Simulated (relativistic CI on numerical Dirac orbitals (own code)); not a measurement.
Method of calculation: Dirac-Coulomb-Breit CI, KLI orbitals optimised for each configuration, a model potential for QED, unscaled Slater integrals (own radial code, finite nucleus).

The strongest absorption lines from the ground level of an ion, among the configurations computed and to levels below about 1070 eV (vacuum wavelength in Å, gf): 12.925 (0.44), 13.421 (1), 13.464 (1.3), 13.504 (2), 13.516 (3.7), 13.555 (0.58), 13.649 (0.46), 13.798 (1.2).

Question: Which ion is it?
A. Ti14+
B. Zn22+
C. Fe18+
D. Fe16+

Answer: C. Fe18+ has 8 electrons and the ground level 2s2 2p4 3P_2; the strongest line goes to 2s2 2p3 3d 3D°_3. The pattern of lines fixes the number of electrons, and along that sequence the line energies rise steadily with the charge (about as its square where n changes within one kind of shell, about linearly where n is kept but much faster in heavy ions where fine structure, which grows about as Z⁴, sets the gap, and irregularly where shells cross), which fixes Z. Configurations outside the model, such as inner-shell arrays, can give stronger lines. At this charge energies of transitions that change n are usually good to better than 1 %, and those within a shell (Δn = 0) to a few per cent.

LS names give the leading component of a level, which can be under half, so a name can repeat, a term be missing and a line seem to break the LS rules.
